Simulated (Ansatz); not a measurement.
Basis-set extrapolation for C3H11NSi (`C[SiH2]N(C)C`) (PBE0-D4/def2-TZVP geometry, frozen core, Ansatz 0.2.0). Multiplicity 1, RHF reference.

```
                      def2-TZVPP   def2-QZVPP
                 HF  -463.486118  -463.504060
    MP2 correlation    -0.875182    -0.932455
CCSD(T) correlation    -0.971766      not run
```

Energies in hartree. Use E(X) = E(∞) + A·exp(−7.88·√X) for Hartree–Fock and E(X) = E(∞) + B·X^(−2.97) for correlation, with X = 3 and 4, and add CCSD(T) minus MP2 of the smaller set to the MP2 limit.

Task: What is the CCSD(T) energy at the basis-set limit?

Result: HF limit: -463.504060 + (-0.017942) × 0.13774 = -463.50653. MP2 limit: -0.932455 + (-0.057273) × 0.74074 = -0.97488. Higher-order term: -0.971766 − (-0.875182) = -0.09658. Total: -464.57799 hartree, 315.3 kJ/mol below CCSD(T)/def2-TZVPP.
